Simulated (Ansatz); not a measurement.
`CC=C=C=N` + `C[O][Hf]([OH])([OH])[SeH]` → `C[O][Hf]([OH])([SeH])[O]C` + `C=C=C=N`  (substitution at a C–C bond)

Isolated molecules relaxed with PBE0-D4/def2-TZVP in Ansatz; ΔE leaves out vibrations. CBS: MP2 limit from def2 TZ/QZ plus the TZ coupled-cluster correction, frozen cores. DFT in def2-TZVPP. def2 core potentials past Kr. For Hf, Se outer-core shells are correlated without core-valence functions, which leaves a few kJ/mol of doubt a bond. Scalar relativity is left out up to krypton. One conformer a species, not always the lowest.

| level | ΔE (eV) |
| --- | --- |
| BHLYP | 0.61 |
| LC-ωPBE | 0.67 |
| HF/def2-TZVPP | 0.56 |
| CCSD(T)/def2-TZVPP | 0.60 |

(1) What does CCSD(T)/CBS give? (Best estimate.)

Largest T1 diagnostic among the species: 0.016.

Answers

(1) The calculation gave: +0.66 eV. The listed levels differ from it by -0.05, 0.01, -0.10, -0.06 eV.

From BLYP to BHLYP (50 % exact exchange), in def2-TZVPP and without D4, ΔE moves by +0.04 eV. In def2-TZVPP, CCSD(T) changes the Hartree–Fock value by +0.05 eV (the triples alone add +0.00 eV) and MP2 by +0.13 eV.
